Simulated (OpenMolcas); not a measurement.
Co3+ (d6) among equal point charges was computed by CASSCF with the d shell active (OpenMolcas, ANO-RCC-VDZP on the metal). Its lowest spin-free states, and all those of the highest spin:

```json
{"2S+1": "5", "Degeneracy": "1", "E (cm-1)": "0.0"}
{"2S+1": "5", "Degeneracy": "2", "E (cm-1)": "4409"}
{"2S+1": "5", "Degeneracy": "2", "E (cm-1)": "17464"}
{"2S+1": "3", "Degeneracy": "1", "E (cm-1)": "26784"}
{"2S+1": "3", "Degeneracy": "1", "E (cm-1)": "26788"}
{"2S+1": "3", "Degeneracy": "2", "E (cm-1)": "28110"}
{"2S+1": "3", "Degeneracy": "2", "E (cm-1)": "28343"}
{"2S+1": "3", "Degeneracy": "2", "E (cm-1)": "29907"}
{"2S+1": "3", "Degeneracy": "2", "E (cm-1)": "30304"}
{"2S+1": "3", "Degeneracy": "1", "E (cm-1)": "31419"}
{"2S+1": "3", "Degeneracy": "2", "E (cm-1)": "31827"}
{"2S+1": "3", "Degeneracy": "2", "E (cm-1)": "32176"}
```

Question: Is the site octahedral, tetrahedral or cube-like, axial, or of lower symmetry?

Answer: The states with 2S+1 = 5 have orbital degeneracies 1, 2, 2. There are pairs but no triples, so the site is axial: not cubic, but with a proper or improper axis of order three or more. The run had Co3+ among 3 point charges of -3 e arranged as a planar triangle (D3h), 1.84 Å from the ion.

Without dynamic correlation the repulsion within the d shell is too large (B by tens of per cent), so at a given field states of lower spin stand too high. Point charges give a weaker field than real ligands, and real ions of this kind are often low spin; the high spin found here belongs to the model. This is an electrostatic model: the charges have no orbitals. No measured value stands beside these numbers.
